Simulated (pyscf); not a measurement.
Structures and frequencies: ωB97X-D3(BJ)/def2-SVP in PySCF. MP2 and CC: frozen core, UHF for open shells. ΔMP2 is the change of the MP2 total energy from the triple- to the quadruple-zeta basis.

For :HC–CH=C(F)–F (SMILES [CH]C=C(F)F) [singlet] -> H₂C=C=C(F)–F (SMILES C=C=C(F)F), a hydrogen shift (singlet surface; C–H broken, C–H formed), PBE/def2-TZVP gives ΔE‡ = 93.4 kJ/mol and ΔE = -205.6 kJ/mol (zero: the reactant's lowest minimum found). In which direction and how far do r²SCAN/def2-TZVP, M06-2X/def2-TZVP, CCSD(T)/def2-TZVPP + ΔMP2(QZVPP) move these?

r²SCAN: ΔE‡ = 106.3 kJ/mol, ΔE = -196.4 kJ/mol; M06-2X: ΔE‡ = 106.9 kJ/mol, ΔE = -200.3 kJ/mol; CCSD(T): ΔE‡ = 113.8 kJ/mol, ΔE = -197.7 kJ/mol. PBE's barrier lies under all of them, by 13.0 to 20.5 kJ/mol. Its reaction energy lies under all of them, by 5.4 to 9.3 kJ/mol. This is the saddle that the search found; another between the same sides may lie lower. A restricted singlet here is unstable towards spin polarisation, as is usual where a triplet lies low; its energy is less safe. The CCSD(T) − MP2 part came from Ansatz, without density fitting, on the same reference.
